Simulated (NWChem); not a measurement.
Species: CH7BP2; SMILES CB(P)P

```xyz
11

B      0.3622    -0.0311     0.0000
C      1.9387     0.0416     0.0000
H      2.3639     0.5211    -0.8898
H      2.3639     0.5211     0.8898
H      2.3104    -0.9960     0.0000
P     -0.5890     0.0988    -1.6593
H      0.2349    -0.7156    -2.4802
H     -1.6398    -0.8366    -1.4774
P     -0.5890     0.0988     1.6593
H     -1.6398    -0.8366     1.4774
H      0.2349    -0.7156     2.4802
```
Atoms are numbered in this order, from 1.

Program: NWChem. Medium grid unless said otherwise, to which SCAN and Minnesota functionals are sensitive. Structure relaxed at the B3LYP/6-31G* (spherical d) level.

**Question.** Order these by “highest occupied level (eV)”, lowest first: M05-2X/def2-SVP; B3LYP/def2-SVP; B97-D/def2-SVP; M06-L/def2-SVP.

**Answer.** M05-2X/def2-SVP (-7.86), B3LYP/def2-SVP (-6.59), M06-L/def2-SVP (-6.01), B97-D/def2-SVP (-5.71)
